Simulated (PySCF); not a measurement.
PySCF input file for Si(OH)(SiH3) (H4OSi2), SMILES O[Si][SiH3] (connectivity only; charge and spin as stated), neutral, multiplicity 1, ADC(2)/aug-cc-pVDZ. The structure is a stationary point at PBE-D3(BJ)/def2-TZVP. One conformer was computed; it need not be the lowest.

```python
import numpy as np
from pyscf import gto, scf, dft, adc

mol = gto.M(
    atom='''
    Si   -0.72280591   -0.86452438   -0.00000000
    O     0.76834977   -1.63151343   -0.00000000
    H     1.57108625   -1.08022211    0.00000000
    Si    0.10598727    1.45115528   -0.00000000
    H     1.61563658    1.47107165    0.00000000
    H    -0.34902996    2.22421267   -1.20553486
    H    -0.34902997    2.22421267    1.20553487
    ''',
    basis='aug-cc-pVDZ',
    charge=0,
    spin=0,
    max_memory=1600,
    verbose=4,
)
mf = scf.RHF(mol)
mf.conv_tol = 1e-10
mf.max_cycle = 100
mf.kernel()
res = {}
for kind, nroots in (('ee', 6), ('ip', 6), ('ea', 2)):
    a = adc.ADC(mf).density_fit('aug-cc-pvdz-ri')
    a.method, a.method_type = 'adc(2)', kind
    e, v, p, x = a.kernel(nroots=nroots)
    res[kind] = (e * 27.211386245988, p)
for kind, (e, p) in res.items():
    print(kind, 'energies / eV', np.round(e, 3), 'strengths', np.round(p, 4))
```

Program output:

```
PySCF version 2.14.0

[INPUT] verbose = 4
[INPUT] num. atoms = 7
[INPUT] num. electrons = 40
[INPUT] charge = 0
[INPUT] spin (= nelec alpha-beta = 2S) = 0
[INPUT] symmetry False subgroup None
[INPUT] Mole.unit = angstrom
[INPUT] Symbol           X                Y                Z      unit          X                Y                Z       unit  Magmom
[INPUT]  1 Si    -0.722805910000  -0.864524380000   0.000000000000 AA   -1.365905211117  -1.633714306209   0.000000000000 Bohr   0.0
[INPUT]  2 O      0.768349770000  -1.631513430000   0.000000000000 AA    1.451970633173  -3.083113551250   0.000000000000 Bohr   0.0
[INPUT]  3 H      1.571086250000  -1.080222110000   0.000000000000 AA    2.968922730570  -2.041323941600   0.000000000000 Bohr   0.0
[INPUT]  4 Si     0.105987270000   1.451155280000   0.000000000000 AA    0.200286912990   2.742286043417   0.000000000000 Bohr   0.0
[INPUT]  5 H      1.615636580000   1.471071650000   0.000000000000 AA    3.053110653029   2.779922528112   0.000000000000 Bohr   0.0
[INPUT]  6 H     -0.349029960000   2.224212670000  -1.205534860000 AA   -0.659571033668   4.203152789088  -2.278130719016 Bohr   0.0
[INPUT]  7 H     -0.349029970000   2.224212670000   1.205534870000 AA   -0.659571052565   4.203152789088   2.278130737913 Bohr   0.0

nuclear repulsion = 132.321307140021
number of shells = 44
number of NR pGTOs = 179
number of NR cGTOs = 113
basis = aug-cc-pVDZ
ecp = {}


[settings echo left out]
init E= -654.767337340368
  HOMO = -0.17640535142203  LUMO = -0.0475853891504983  gap/eV = 3.50537
cycle= 1 E= -654.980820716421  delta_E= -0.213  |g|= 0.495  |ddm|=  2.3
  HOMO = -0.32710471459469  LUMO = -0.0056617440963862  gap/eV = 8.74691
cycle= 2 E= -655.026097956517  delta_E= -0.0453  |g|= 0.334  |ddm|= 0.771
  HOMO = -0.314794778444064  LUMO = 0.00588020704240932  gap/eV = 8.72601
cycle= 3 E= -655.048758445542  delta_E= -0.0227  |g|= 0.0517  |ddm|= 0.276
  HOMO = -0.309228946122109  LUMO = 0.0155237182262598  gap/eV = 8.83697
cycle= 4 E= -655.050184408113  delta_E= -0.00143  |g|= 0.0111  |ddm|= 0.161
  HOMO = -0.311820705841449  LUMO = 0.0144781099304989  gap/eV = 8.87904
cycle= 5 E= -655.050301556767  delta_E= -0.000117  |g|= 0.00277  |ddm|= 0.0475
  HOMO = -0.311775003597242  LUMO = 0.014596585347121  gap/eV = 8.88102
cycle= 6 E= -655.050312089824  delta_E= -1.05e-05  |g|= 0.0007  |ddm|= 0.0155
  HOMO = -0.31180593807369  LUMO = 0.0146227865149582  gap/eV = 8.88258
cycle= 7 E= -655.050312799382  delta_E= -7.1e-07  |g|= 0.00017  |ddm|= 0.00383
  HOMO = -0.311781686750635  LUMO = 0.014627019242698  gap/eV = 8.88203
cycle= 8 E= -655.05031283956  delta_E= -4.02e-08  |g|= 4.57e-05  |ddm|= 0.000753
  HOMO = -0.311779297967461  LUMO = 0.0146262363816252  gap/eV = 8.88195
cycle= 9 E= -655.050312842763  delta_E= -3.2e-09  |g|= 1.17e-05  |ddm|= 0.000199
  HOMO = -0.311779785727948  LUMO = 0.0146255443078118  gap/eV = 8.88194
cycle= 10 E= -655.050312842962  delta_E= -2e-10  |g|= 3.57e-06  |ddm|= 4.65e-05
  HOMO = -0.311779729736004  LUMO = 0.014625832496443  gap/eV = 8.88195
cycle= 11 E= -655.050312842983  delta_E= -2.07e-11  |g|= 9.8e-07  |ddm|= 1.65e-05
  HOMO = -0.311779830211672  LUMO = 0.0146257786708155  gap/eV = 8.88195
Extra cycle  E= -655.050312842985  delta_E= -2.39e-12  |g|= 4.67e-07  |ddm|= 2.78e-06
converged SCF energy = -655.050312842985

******** <class 'pyscf.adc.radc.RADC'> ********
******** ADC Orbital Information ********
Number of Frozen Occupied Orbitals: 0
Number of Frozen Virtual Orbitals: 0
Number of Active Occupied Orbitals: 20
Number of Active Virtual Orbitals: 93
*****************************************
******** <class 'pyscf.df.df.DF'> ********
auxbasis = aug-cc-pvdz-ri
Reference correlation energy (doubles): -0.41866998
MP2 correlation energy of reference state (a.u.) = -0.41866998

******** <class 'pyscf.adc.radc_ee.RADCEE'> ********
max_space = 12
max_cycle = 50
conv_tol = 1e-08

*************************************************************
        ADC calculation summary (singlet states only)
*************************************************************
adc(2) root 0  |  Energy (Eh) =   0.0931457240  |  Energy (eV) =   2.53462425  |  Osc. strength = 0.00666732  |  conv = True
adc(2) root 1  |  Energy (Eh) =   0.1714787435  |  Energy (eV) =   4.66617428  |  Osc. strength = 0.04266857  |  conv = True
adc(2) root 2  |  Energy (Eh) =   0.2044372791  |  Energy (eV) =   5.56302172  |  Osc. strength = 0.00649528  |  conv = True
adc(2) root 3  |  Energy (Eh) =   0.2141403308  |  Energy (eV) =   5.82705520  |  Osc. strength = 0.02383551  |  conv = True
adc(2) root 4  |  Energy (Eh) =   0.2173364876  |  Energy (eV) =   5.91402706  |  Osc. strength = 0.54044676  |  conv = True
adc(2) root 5  |  Energy (Eh) =   0.2300237271  |  Energy (eV) =   6.25926443  |  Osc. strength = 0.01748818  |  conv = True

******** <class 'pyscf.adc.radc.RADC'> ********
******** ADC Orbital Information ********
Number of Frozen Occupied Orbitals: 0
Number of Frozen Virtual Orbitals: 0
Number of Active Occupied Orbitals: 20
Number of Active Virtual Orbitals: 93
*****************************************
******** <class 'pyscf.df.df.DF'> ********
auxbasis = aug-cc-pvdz-ri
Reference correlation energy (doubles): -0.41866998
MP2 correlation energy of reference state (a.u.) = -0.41866998

******** <class 'pyscf.adc.radc_ip.RADCIP'> ********
max_space = 12
max_cycle = 50
conv_tol = 1e-08

*************************************************************
        ADC calculation summary (doublet states only)
*************************************************************
adc(2) root 0  |  Energy (Eh) =   0.2981233308  |  Energy (eV) =   8.11234904  |  Spec. factor = 1.83603830  |  conv = True
adc(2) root 1  |  Energy (Eh) =   0.4057554396  |  Energy (eV) =  11.04116790  |  Spec. factor = 1.74374645  |  conv = True
adc(2) root 2  |  Energy (Eh) =   0.4254667554  |  Energy (eV) =  11.57754012  |  Spec. factor = 1.70496334  |  conv = True
adc(2) root 3  |  Energy (Eh) =   0.4511483459  |  Energy (eV) =  12.27637179  |  Spec. factor = 1.81546519  |  conv = True
adc(2) root 4  |  Energy (Eh) =   0.4535409881  |  Energy (eV) =  12.34147890  |  Spec. factor = 1.81385254  |  conv = True
adc(2) root 5  |  Energy (Eh) =   0.5063625245  |  Energy (eV) =  13.77882612  |  Spec. factor = 1.72597440  |  conv = True

******** <class 'pyscf.adc.radc.RADC'> ********
******** ADC Orbital Information ********
Number of Frozen Occupied Orbitals: 0
Number of Frozen Virtual Orbitals: 0
Number of Active Occupied Orbitals: 20
Number of Active Virtual Orbitals: 93
*****************************************
******** <class 'pyscf.df.df.DF'> ********
auxbasis = aug-cc-pvdz-ri
Reference correlation energy (doubles): -0.41866998
MP2 correlation energy of reference state (a.u.) = -0.41866998

******** <class 'pyscf.adc.radc_ea.RADCEA'> ********
max_space = 12
max_cycle = 50
conv_tol = 1e-08

*************************************************************
        ADC calculation summary (doublet states only)
*************************************************************
adc(2) root 0  |  Energy (Eh) =  -0.0241421334  |  Energy (eV) =  -0.65694091  |  Spec. factor = 1.86289730  |  conv = True
adc(2) root 1  |  Energy (Eh) =   0.0231492022  |  Energy (eV) =   0.62992188  |  Spec. factor = 1.94686750  |  conv = True
ee energies / eV [2.535 4.666 5.563 5.827 5.914 6.259] strengths [0.0067 0.0427 0.0065 0.0238 0.5404 0.0175]
ip energies / eV [ 8.112 11.041 11.578 12.276 12.341 13.779] strengths [1.836  1.7437 1.705  1.8155 1.8139 1.726 ]
ea energies / eV [-0.657  0.63 ] strengths [1.8629 1.9469]
```

Self-consistency was reached.
